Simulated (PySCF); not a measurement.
C₃H₄F₂O₂. Atoms are numbered in the order given.

```xyz
11

F     -1.3761     0.7274    -0.8375
C     -0.5093     0.3398     0.1118
F     -0.9894     0.8173     1.2751
C     -0.3079    -1.1778     0.1611
O      0.9184    -1.3551    -0.4912
C      1.6495    -0.2169    -0.1831
O      0.7229     0.8517    -0.1556
H     -1.1005    -1.7210    -0.3679
H     -0.2717    -1.4945     1.2206
H      2.3984    -0.0305    -0.9650
H      2.1394    -0.2993     0.8095
```
Charge 0, spin multiplicity 1.

Coordinates come from a PBE0-D3(BJ)/def2-SVP optimisation. Other conformers were not sampled.

Calculation: PBE/def2-TZVP in PySCF.

Gas-phase values at a fixed geometry.

- total energy: -466.55636 hartree
- highest occupied level: -6.79 eV
- lowest empty level: 0.47 eV
- orbital gap: 7.26 eV
- dipole moment: 1.99 D
- quadrupole, principal values (traceless, Buckingham form, about the centre of nuclear charge): -5.98, -0.29, 6.27 D·Å
- mean static polarisability: 43.4 bohr³ (6.43 Å³)
- polarisability, principal values: 40.0, 40.8, 49.5 bohr³
